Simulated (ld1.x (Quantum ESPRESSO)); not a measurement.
What one change does to a pseudopotential (H, PAW)

```
Element                 : hydrogen
Generator               : ld1.x (Quantum ESPRESSO) 7.5
Type                    : PAW
Functional              : PBE
Relativity              : scalar-relativistic
Frozen core             : none
Valence charge          : 1
Reference configuration : 1s1
Partial waves           : 1s (bound): rcut 1.05, rcutus 1.30 bohr; 1s channel at 1.35 Ry: rcut 1.05, rcutus 1.30 bohr; 2p channel at 0.3 Ry: rcut 0.85, rcutus 0.95 bohr
Local potential         : all-electron potential smoothed inside 1.15 bohr (lloc = -2)
Core correction         : none
Augmentation charge     : PSQ, inside the norm-conserving radii
```

All-electron outer shells of the reference configuration (PBE, scalar-relativistic, ld1.x):

| shell | level (eV) | outermost node (bohr) | outermost maximum (bohr) |
| --- | --- | --- | --- |
| 1s | -6.49 | – | 1.03 |

Change: all radii scaled by about 0.79 (s 1.02, p 0.76 bohr, rcut 0.82/0.68); local potential all-electron potential smoothed inside 0.90 bohr (lloc = -2).

Cutoffs: the cutoffs (Ry, on a coarse ladder) from which the occupation-weighted sum of valence levels, in a spherical-Bessel basis at the reference potential, stays within 10 and 1 mRy of its value at 400 Ry; they do not see the model core or the augmentation charge, which bear on the density cutoff. Errors are all-electron minus pseudo energies relative to the spin-unpolarised reference configuration.

Problem. Predict the effect on cutoff, ghosts and configuration errors.

Solution. The potential gets harder (15 Ry and 25 Ry → 18 Ry and 35 Ry); neither file shows a bound ghost. A smaller radius makes the pseudo-wave follow the all-electron one further in, where it bends more sharply, so more plane waves are needed.

```csv
quantity,base,changed
"cutoff, loose",15 Ry,18 Ry
"cutoff, tight",25 Ry,35 Ry
bound ghosts,none,none
"error for 1s0.5, meV [ΔE 4.76 eV]",0.0,0.0
lowest overlap eigenvalue by channel,"s 0.95, p 0.98","s 0.99, p 0.98"
```
